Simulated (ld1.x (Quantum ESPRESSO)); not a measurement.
Reading a pseudo-wave (Mg (Z = 12))

Columns: radius, all-electron u(r) and pseudo u(r) of the 3s shell (level -11.41 eV) of magnesium in the configuration [Ne] 3s1 3p0; BLYP, scalar-relativistic, ultrasoft scheme, ld1.x (Quantum ESPRESSO) 7.5.

| r (bohr) | all-electron | pseudo |
| --- | --- | --- |
| 0.159 | 0.0314 | 0.0616 |
| 0.318 | -0.2171 | 0.1231 |
| 0.477 | -0.2864 | 0.1841 |
| 0.636 | -0.2206 | 0.2445 |
| 0.795 | -0.0920 | 0.3036 |
| 0.954 | 0.0544 | 0.3610 |
| 1.113 | 0.1953 | 0.4159 |
| 1.272 | 0.3195 | 0.4673 |
| 1.431 | 0.4229 | 0.5142 |
| 1.590 | 0.5046 | 0.5556 |
| 1.749 | 0.5656 | 0.5905 |
| 1.908 | 0.6080 | 0.6178 |
| 2.067 | 0.6341 | 0.6368 |
| 2.226 | 0.6465 | 0.6468 |
| 2.385 | 0.6475 | 0.6475 |
| 2.544 | 0.6392 | 0.6392 |
| 2.703 | 0.6235 | 0.6235 |
| 2.862 | 0.6021 | 0.6021 |
| 3.021 | 0.5764 | 0.5764 |
| 3.180 | 0.5477 | 0.5477 |
| 3.339 | 0.5171 | 0.5171 |
| 3.498 | 0.4855 | 0.4855 |
| 3.657 | 0.4534 | 0.4534 |
| 3.816 | 0.4216 | 0.4216 |
| 3.975 | 0.3905 | 0.3905 |
| 4.134 | 0.3603 | 0.3603 |

How many radial nodes do the two functions have?

The all-electron 3s function has n − l − 1 = 2; the pseudo-wave has 0, since the states of the same l below it are removed with the core.

At about which radius was the pseudo-wave matched?

2.40 bohr. The columns agree to 0.0005 from 2.23 bohr on; several derivatives are matched, so the curves merge somewhat inside the radius.

Is the pseudo-wave norm-conserving?

No, it belongs to an ultrasoft set: the norm inside the radius is not constrained, and the difference is carried by the augmentation charge.
